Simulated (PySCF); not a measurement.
PySCF 2.14 output of an unrestricted B3LYP calculation on a single atom or ion in def2-TZVP with the def2 core potential (28 electrons), with a scalar-relativistic core potential:

```
SCF conv_tol = 1e-09
number electrons alpha = 6  beta = 4
    P. J. Stephens, F. J. Devlin, C. F. Chabalowski, and M. J. Frisch.,  J. Phys. Chem. 98, 11623 (1994)
cycle= 1 E= -46.186022909898  delta_E= -0.00185  |g|= 0.00634  |ddm|= 0.134
cycle= 2 E= -46.1860425388915  delta_E= -1.96e-05  |g|= 0.00256  |ddm|= 0.0104
cycle= 3 E= -46.1860452592762  delta_E= -2.72e-06  |g|= 0.000144  |ddm|= 0.00345
cycle= 4 E= -46.1860452710787  delta_E= -1.18e-08  |g|= 5.12e-06  |ddm|= 0.000249
cycle= 5 E= -46.1860452711039  delta_E= -2.52e-11  |g|= 5.96e-07  |ddm|= 1.78e-05
converged SCF energy = -46.1860452711039  <S^2> = 2.0007138  2S+1 = 3.0004759
```

The run itself started from symmetry-adapted Hartree-Fock orbitals and held the occupation by maximum overlap, on a logarithmic radial grid, so the iterations belong to that start.

Task: Which element, charge and spin multiplicity is this?

Result: Zr²⁺ (zirconium, charge +2), multiplicity 3; the state was [Kr] 4d2, high-spin 3F determinant.

Energies and moments cover only the electrons outside the core potential.
